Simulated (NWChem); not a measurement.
SrCl₂; SMILES [Cl][Sr][Cl]

All runs: NWChem. Coordinates come from a PBE0/def2-SVP optimisation. def2 effective core potentials on Sr; no spin-orbit coupling.

Problem. Estimate the computed values for B3LYP/def2-SVP (core potentials). Quantities: highest occupied level (eV); orbital gap (eV); dipole (D).

Solution. The highest occupied level (eV) is -7.48, the orbital gap (eV) is 4.99 and the dipole (D) is 4.28.
